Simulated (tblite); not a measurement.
Species: C6H3ClFO (doublet state).
Bonds: O1–C2, C2–C3 (aromatic), C3–F4, C3–C5 (aromatic), C5–C6 (aromatic), C6–C7 (aromatic), C7–C8 (aromatic), C8–Cl9, C2–C8 (aromatic). Hydrogens: H10 on O1; H11 on C5; H12 on C7.

Computed geometry: GFN2-xTB, gas phase. This method treats the open shell by occupation alone, without spin polarisation.

(1) Give the optimised bond lengths and angles.

Results:

(1) 
```json
{"bond": "O1–C2", "length (Å)": "1.346"}
{"bond": "C2–C3", "length (Å)": "1.398"}
{"bond": "C3–F4", "length (Å)": "1.343"}
{"bond": "C3–C5", "length (Å)": "1.390"}
{"bond": "C5–C6", "length (Å)": "1.362"}
{"bond": "C6–C7", "length (Å)": "1.361"}
{"bond": "C7–C8", "length (Å)": "1.393"}
{"bond": "C8–Cl9", "length (Å)": "1.742"}
{"bond": "C2–C8", "length (Å)": "1.397"}
{"bond": "O1–H10", "length (Å)": "0.970"}
{"bond": "C5–H11", "length (Å)": "1.077"}
{"bond": "C7–H12", "length (Å)": "1.077"}
```

A selection of angles:
```json
{"angle": "O1–C2–C3", "degrees": "119.7"}
{"angle": "O1–C2–C8", "degrees": "122.6"}
{"angle": "C3–C2–C8", "degrees": "117.7"}
{"angle": "C2–C3–F4", "degrees": "119.1"}
{"angle": "C2–C3–C5", "degrees": "121.7"}
{"angle": "F4–C3–C5", "degrees": "119.2"}
{"angle": "C3–C5–C6", "degrees": "116.6"}
{"angle": "C5–C6–C7", "degrees": "125.8"}
{"angle": "C6–C7–C8", "degrees": "116.2"}
{"angle": "C7–C8–Cl9", "degrees": "120.1"}
{"angle": "C2–C8–C7", "degrees": "121.9"}
{"angle": "C2–C8–Cl9", "degrees": "117.9"}
{"angle": "H10–O1–C2", "degrees": "109.0"}
```

Dihedral angles: H10–O1–C2–C3 180° (antiperiplanar).

The C–C distances run from 1.361 Å (C6–C7, aromatic) to 1.398 Å (C2–C3, aromatic), a spread of 0.037 Å. C8 (carbon bonded to 2 C and Cl) is planar (angles 121.9°, 120.1° and 117.9°, sum 360.0°, 0.00 Å off the plane of its three neighbours). The 9 heavy atoms lie in one plane (0.000 Å rms). Of the pairs four or more bonds apart, Cl9···H10 is among the closest relative to their van der Waals radii: 2.36 Å, 80 % of the sum of Bondi's values. C5 (carbon bonded to 2 C and H) is planar (angles 123.7°, 119.7° and 116.6°, sum 360.0°, 0.00 Å off the plane of its three neighbours). C7 (carbon bonded to 2 C and H) is planar (angles 123.2°, 120.6° and 116.2°, sum 360.0°, 0.00 Å off the plane of its three neighbours). C2 (carbon bonded to 2 C and O) is planar (angles 122.6°, 119.7° and 117.7°, sum 360.0°, 0.00 Å off the plane of its three neighbours).

Point group: Cs (every atom within 0.08 Å of its image). Its GFN2-xTB frequencies are all real (lowest 118 cm⁻¹). Torsions: H–O1–C2–C3 180°. 2 starts were optimised and ended at 0.00 and 0.12 kcal/mol (GFN2-xTB); the lowest of these is shown.

One conformer stands for the species.
